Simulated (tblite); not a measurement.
A geometry optimisation, step by step.

C5H8FGeN.
Numbering: `[NH:1]=[C:2]1[CH2:3][GeH:4](/[CH:5]=[CH:6]\[F:7])[CH2:8]1` (hydrogens: H9 on N1; H10, H11 on C3; H12 on Ge4; H13 on C5; H14 on C6; H15, H16 on C8)

Computed with GFN2-xTB (tblite), gas phase: L-BFGS steps from a force-field or distance-geometry start until the largest atomic force falls under 0.01 eV/Å. 8 of its 151 geometries are shown.

Step 0: E = -659.0042 eV, largest atomic force 4.478 eV/Å
```
atom  x, y, z in Å  |  force x, y, z in eV/Å
N1     -3.031   -0.750   -0.615    1.300   1.000   0.689
C2     -1.907   -0.195   -0.404    1.354   0.219   0.068
C3     -0.546   -0.192   -1.093   -0.098  -1.922  -3.766
Ge4     0.458    0.945    0.062    0.646   0.685  -0.243
C5      1.736   -0.067    1.112    0.822  -0.006  -0.319
C6      2.817   -0.600    0.539   -0.647   0.310   0.683
F7      3.062   -0.458   -0.793   -0.111  -0.125   1.056
C8     -1.333    0.717    0.686   -3.346   0.992   2.806
H9     -3.170   -1.348   -1.441    0.571   0.403   0.310
H10    -0.128   -1.212   -1.136   -0.274   0.148  -0.641
H11    -0.644    0.258   -2.110    0.042  -0.901   0.181
H12     0.835    2.309   -0.533    0.047  -0.441   0.302
H13     1.563   -0.184    2.179    0.217  -0.090  -0.374
H14     3.531   -1.156    1.148    0.152  -0.030  -0.780
H15    -1.882    1.691    0.701   -0.131  -0.837   0.521
H16    -1.368    0.217    1.687   -0.542   0.595  -0.493
```

Step 21: E = -660.2592 eV, largest atomic force 0.068 eV/Å
```
atom  x, y, z in Å  |  force x, y, z in eV/Å
N1     -2.919   -0.654   -0.538   -0.018   0.009   0.004
C2     -1.787   -0.141   -0.392   -0.021   0.001   0.019
C3     -0.542   -0.268   -1.253    0.039  -0.007  -0.027
Ge4     0.435    0.903    0.032    0.010   0.025   0.005
C5      1.759   -0.020    1.154    0.009  -0.046  -0.011
C6      2.815   -0.572    0.592    0.025  -0.012  -0.011
F7      3.019   -0.423   -0.732   -0.060   0.022  -0.023
C8     -1.418    0.766    0.755   -0.021   0.030   0.051
H9     -3.022   -1.245   -1.361   -0.015  -0.015  -0.005
H10    -0.203   -1.301   -1.326    0.011  -0.021  -0.023
H11    -0.713    0.096   -2.265    0.030   0.015  -0.011
H12     0.960    2.249   -0.432   -0.006  -0.035  -0.007
H13     1.604   -0.150    2.212    0.007  -0.003  -0.005
H14     3.592   -1.170    1.047    0.030   0.025   0.048
H15    -2.051    1.649    0.785   -0.004   0.021  -0.018
H16    -1.535    0.259    1.711   -0.016  -0.009   0.014
```

Step 43: E = -660.2671 eV, largest atomic force 0.047 eV/Å
```
atom  x, y, z in Å  |  force x, y, z in eV/Å
N1     -2.938   -0.651   -0.546    0.012  -0.009   0.007
C2     -1.804   -0.140   -0.398    0.003   0.023  -0.011
C3     -0.547   -0.281   -1.244   -0.013  -0.009   0.001
Ge4     0.433    0.851    0.070   -0.008  -0.036   0.029
C5      1.779   -0.056    1.188   -0.001  -0.006  -0.008
C6      2.843   -0.554    0.592   -0.004   0.010  -0.009
F7      2.978   -0.397   -0.742    0.010   0.001  -0.005
C8     -1.445    0.775    0.747    0.016   0.003   0.001
H9     -3.040   -1.254   -1.360    0.000   0.006   0.001
H10    -0.242   -1.320   -1.363    0.008  -0.012   0.005
H11    -0.687    0.135   -2.241   -0.006  -0.001  -0.001
H12     0.986    2.172   -0.423    0.007   0.017   0.007
H13     1.664   -0.182    2.251   -0.012  -0.002  -0.015
H14     3.673   -1.101    1.019   -0.014   0.012   0.004
H15    -2.040    1.685    0.731    0.006   0.001  -0.011
H16    -1.620    0.295    1.708   -0.003   0.002   0.003
```

Step 64: E = -660.2685 eV, largest atomic force 0.028 eV/Å
```
atom  x, y, z in Å  |  force x, y, z in eV/Å
N1     -2.943   -0.654   -0.537   -0.004   0.001   0.007
C2     -1.811   -0.139   -0.397   -0.008   0.007  -0.005
C3     -0.556   -0.286   -1.243   -0.001  -0.010   0.002
Ge4     0.432    0.832    0.078    0.008   0.022  -0.016
C5      1.779   -0.086    1.181   -0.001   0.009   0.004
C6      2.862   -0.542    0.587   -0.002  -0.001  -0.003
F7      3.009   -0.357   -0.741    0.003   0.013  -0.003
C8     -1.449    0.784    0.742   -0.010  -0.007   0.002
H9     -3.049   -1.260   -1.349    0.009   0.001   0.005
H10    -0.254   -1.327   -1.354   -0.001  -0.013  -0.008
H11    -0.695    0.123   -2.244    0.009   0.006   0.011
H12     0.989    2.162   -0.390    0.009  -0.009  -0.007
H13     1.657   -0.237    2.240   -0.008  -0.010   0.004
H14     3.701   -1.075    1.015   -0.007  -0.003   0.001
H15    -2.022    1.708    0.691    0.005  -0.001  -0.001
H16    -1.657    0.331    1.709   -0.002  -0.006   0.009
```

Step 86: E = -660.2734 eV, largest atomic force 0.018 eV/Å
```
atom  x, y, z in Å  |  force x, y, z in eV/Å
N1     -2.950   -0.665   -0.482    0.011  -0.003  -0.001
C2     -1.821   -0.133   -0.379    0.009  -0.004  -0.006
C3     -0.574   -0.309   -1.233   -0.013  -0.004  -0.004
Ge4     0.439    0.808    0.069    0.005   0.010  -0.003
C5      1.741   -0.182    1.160   -0.005   0.007   0.015
C6      2.891   -0.487    0.595    0.005  -0.014  -0.010
F7      3.120   -0.083   -0.672    0.006  -0.001   0.009
C8     -1.448    0.832    0.719    0.011  -0.005  -0.009
H9     -3.056   -1.305   -1.268   -0.011  -0.002   0.005
H10    -0.291   -1.356   -1.341   -0.005  -0.004  -0.007
H11    -0.711    0.098   -2.235   -0.011   0.011  -0.001
H12     1.061    2.100   -0.419    0.001  -0.005   0.000
H13     1.540   -0.506    2.167    0.005   0.000  -0.011
H14     3.726   -1.044    0.998    0.001   0.010   0.013
H15    -1.988    1.770    0.606   -0.004   0.004   0.007
H16    -1.686    0.439    1.705   -0.005   0.000   0.004
```

Step 107: E = -660.2793 eV, largest atomic force 0.019 eV/Å
```
atom  x, y, z in Å  |  force x, y, z in eV/Å
N1     -2.949   -0.719   -0.342    0.001  -0.014   0.010
C2     -1.838   -0.143   -0.354    0.001   0.003   0.001
C3     -0.659   -0.300   -1.301   -0.002   0.007  -0.003
Ge4     0.458    0.752   -0.022    0.008  -0.005  -0.009
C5      1.705   -0.290    1.080   -0.013  -0.004  -0.002
C6      2.956   -0.426    0.689    0.009   0.010  -0.001
F7      3.360    0.165   -0.453   -0.012  -0.004   0.002
C8     -1.404    0.858    0.687    0.004  -0.001  -0.003
H9     -3.104   -1.386   -1.096    0.007  -0.003   0.000
H10    -0.415   -1.339   -1.520   -0.003  -0.006   0.013
H11    -0.859    0.200   -2.248    0.007   0.011  -0.014
H12     1.137    2.008   -0.522    0.004   0.010  -0.003
H13     1.382   -0.771    1.988    0.011  -0.008  -0.004
H14     3.761   -0.966    1.169   -0.007  -0.007   0.005
H15    -1.912    1.808    0.536   -0.002   0.004   0.006
H16    -1.629    0.525    1.698   -0.013   0.006   0.001
```

Step 129: E = -660.2830 eV, largest atomic force 0.037 eV/Å
```
atom  x, y, z in Å  |  force x, y, z in eV/Å
N1     -2.892   -0.800   -0.178    0.004   0.000   0.009
C2     -1.837   -0.141   -0.320    0.005  -0.025  -0.001
C3     -0.733   -0.272   -1.354    0.004  -0.003  -0.009
Ge4     0.474    0.725   -0.112    0.014   0.015   0.009
C5      1.666   -0.405    0.958    0.031  -0.009  -0.018
C6      2.972   -0.382    0.779   -0.012  -0.009  -0.012
F7      3.510    0.431   -0.151   -0.011  -0.001   0.018
C8     -1.364    0.909    0.650    0.004  -0.006   0.002
H9     -3.060   -1.510   -0.890   -0.002   0.020   0.010
H10    -0.525   -1.304   -1.636    0.001   0.018  -0.019
H11    -0.985    0.284   -2.257    0.007  -0.015   0.005
H12     1.201    1.952   -0.614    0.000  -0.001  -0.001
H13     1.255   -1.075    1.695    0.004   0.005   0.011
H14     3.732   -0.954    1.296   -0.025   0.006  -0.004
H15    -1.835    1.868    0.439   -0.021   0.003  -0.021
H16    -1.587    0.654    1.683   -0.003   0.002   0.020
```

Step 150: E = -660.2859 eV, largest atomic force 0.010 eV/Å
```
atom  x, y, z in Å  |  force x, y, z in eV/Å
N1     -2.795   -0.882   -0.028   -0.001  -0.001  -0.003
C2     -1.808   -0.153   -0.281   -0.001   0.000  -0.001
C3     -0.778   -0.236   -1.392    0.002  -0.002   0.002
Ge4     0.486    0.734   -0.185    0.007   0.003  -0.006
C5      1.629   -0.476    0.845    0.008  -0.003  -0.003
C6      2.942   -0.377    0.846   -0.003   0.000   0.002
F7      3.552    0.587    0.131   -0.001  -0.001  -0.001
C8     -1.329    0.951    0.622   -0.002   0.001   0.000
H9     -2.973   -1.622   -0.705    0.003  -0.002   0.000
H10    -0.582   -1.250   -1.741   -0.006   0.005   0.000
H11    -1.091    0.364   -2.247    0.000  -0.001   0.004
H12     1.251    1.937   -0.692   -0.001  -0.003   0.002
H13     1.169   -1.262    1.423   -0.001   0.001   0.002
H14     3.656   -0.996    1.373    0.002   0.000   0.001
H15    -1.802    1.893    0.347   -0.003  -0.004   0.004
H16    -1.535    0.765    1.673   -0.001   0.005  -0.003
```

**Question.** Summarise the path.

**Answer.** The energy falls by 29.56 kcal/mol from step 0 to step 150; nine tenths of that is first reached at step 6. It rises by more than 0.2 meV at steps 98 and 117. The largest force goes from 4.478 to 0.010 eV/Å. Among the bonds C3–Ge4 changes most, from 1.907 to 1.999 Å; the atoms move by 0.689 Å rms after alignment.

**Question.** Follow the three bonds and two angles with the largest change from start to end.

**Answer.** 
```
step  E above end (kcal/mol)  largest force (eV/Å)  C3–Ge4 (Å)  Ge4–C8 (Å)  C8–H16 (Å)  C3–C2–C8 (°)  C2–C3–Ge4 (°)
   0                   29.56                 4.478       1.907       1.911       1.119          89.2          101.4
   7                    1.54                 0.593       1.972       1.974       1.099         105.4           89.1
  13                    0.81                 0.122       1.985       1.996       1.091         106.5           89.3
  20                    0.63                 0.078       1.996       1.993       1.089         106.4           89.2
  26                    0.55                 0.050       1.996       1.996       1.090         106.4           89.1
  33                    0.49                 0.042       1.990       1.995       1.089         106.4           89.2
  39                    0.46                 0.043       1.992       1.995       1.089         106.3           89.3
  46                    0.43                 0.023       1.992       1.996       1.089         106.3           89.2
  52                    0.42                 0.031       1.992       1.995       1.088         106.4           89.2
  59                    0.41                 0.020       1.993       1.997       1.089         106.3           89.2
  65                    0.40                 0.041       1.992       1.995       1.088         106.3           89.2
  72                    0.36                 0.067       1.997       1.995       1.088         106.3           89.1
  78                    0.32                 0.037       1.993       1.998       1.088         106.3           89.2
  85                    0.29                 0.024       1.992       1.997       1.087         106.2           89.2
  91                    0.28                 0.026       1.993       1.995       1.088         106.3           89.1
  98                    0.24                 0.190       1.996       1.996       1.087         106.1           89.0
 104                    0.16                 0.072       1.997       1.996       1.088         106.0           88.9
 111                    0.14                 0.030       1.997       1.996       1.088         105.9           88.9
 117                    0.13                 0.143       1.998       1.997       1.087         106.0           88.6
 124                    0.10                 0.061       1.999       1.998       1.088         105.8           88.6
 130                    0.05                 0.100       1.998       1.997       1.087         105.4           88.4
 137                    0.02                 0.030       1.999       1.999       1.087         105.4           88.0
 143                    0.00                 0.030       1.999       1.998       1.086         105.3           87.9
 150                    0.00                 0.010       1.999       1.999       1.087         105.3           87.7
```

What follows is the cost of the whole relaxation. On one thread, Arm Neoverse V2 (aarch64), shared host with 32 logical CPUs at a one-minute load of 29, this took 0.85 s of wall time.
